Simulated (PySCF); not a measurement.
# Shifts of the heteroatoms

Bonds (- single, = double, # triple, : aromatic): C1-C2, C2#C3, C3-Si4, Si4-N5, Si4-P6, Si4-Si7, Si7-N8. C1 carries H9, H10, H11; N5 carries H12, H13; P6 carries H14, H15; Si7 carries H16, H17; N8 carries H18, H19. Stereochemistry as in CC#C[Si@@](N)(P)[SiH2]N. H16 is pro-R; H17 is pro-S.

How the numbers were obtained: GFN2-xTB geometry, PBE0/pcSseg-1 with gauge-including orbitals, in PySCF 2.14.0 with density-fitted response routines (a single conformation, non-relativistic Hamiltonian, fast rotation and ring inversion assumed for equivalent nuclei, in vacuum).

Q: Where does ³¹P resonate?

A: 
```csv
atoms,environment,σ (ppm),δ (ppm)
P6,"phosphorus bonded to Si, 2 H",588.9,-217.7
```

Shieldings were converted by a linear fit to measured shifts: ³¹P (scatter 18.1 ppm rms vs H3PO4, solution or neat liquid). A few per cent of atoms miss by over 2 rms, more outside the fitted compound classes.

On a 400 MHz spectrometer ³¹P resonates near 161.9 MHz, so 1 ppm is 161.9 Hz.

Q: Where does ²⁹Si resonate?

A: 
| atoms | environment | σ (ppm) | δ (ppm) |
| --- | --- | --- | --- |
| Si4 | silicon bonded to C, N, P, Si | 378.8 | -31.4 |
| Si7 | silicon bonded to N, Si, 2 H | 402.8 | -51.2 |

Shieldings were converted by a linear fit to measured shifts: ²⁹Si: δ = 279.94 − 0.822σ (rms 8.9 ppm, 72 shifts, 25.8 ppm with the 6 outliers that the fit left out vs TMS, solution or neat liquid). Occasional misses reach two or three times the rms, and more in compound classes unlike the fitted ones.

On a 600 MHz spectrometer ²⁹Si resonates near 119.2 MHz, so 1 ppm is 119.2 Hz.

Q: What are the ¹⁵N shifts?

A: 
```json
{"atoms": "N5", "environment": "nitrogen bonded to Si, 2 H", "σ (ppm)": "253.3", "δ (ppm)": "-381.4"}
{"atoms": "N8", "environment": "nitrogen bonded to Si, 2 H", "σ (ppm)": "271.3", "δ (ppm)": "-398.1"}
```

Shieldings were converted by a linear fit to measured shifts: ¹⁵N: δ = -148.07 − 0.921σ (rms 6.3 ppm, 71 shifts vs CH3NO2, solution or neat liquid). A few per cent of atoms miss by over 2 rms, more outside the fitted compound classes.

On a 500 MHz spectrometer ¹⁵N resonates near 50.7 MHz, so 1 ppm is 50.7 Hz.
